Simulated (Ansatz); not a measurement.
Gas-phase electronic energies from Ansatz, PBE0-D4/def2-TZVP geometries. CCSD(T)/CBS is the MP2 limit (def2-TZVPP, def2-QZVPP) plus CCSD(T) − MP2 in def2-TZVPP, frozen cores. DFT in def2-TZVPP. One conformer a species, not always the lowest.

Consider the isomerisation: `NB([SiH3])CF` → `CNB(F)[SiH3]`.

CCSD(T)/CBS gives -1.46 eV.

Another level gave -1.48 eV. Which?
A. CCSD(T)/def2-TZVPP
B. PBE/def2-TZVPP
C. ωB97M-V/def2-TZVPP
D. MP2/def2-TZVPP

A. CCSD(T)/def2-TZVPP -1.48, MP2/def2-TZVPP -1.52, PBE -1.39, ωB97M-V -1.43 eV.

Largest T1 diagnostic among the species: 0.013.

From PBE to PBE0 (25 % exact exchange), in def2-TZVPP and without D4, ΔE moves by −0.04 eV.
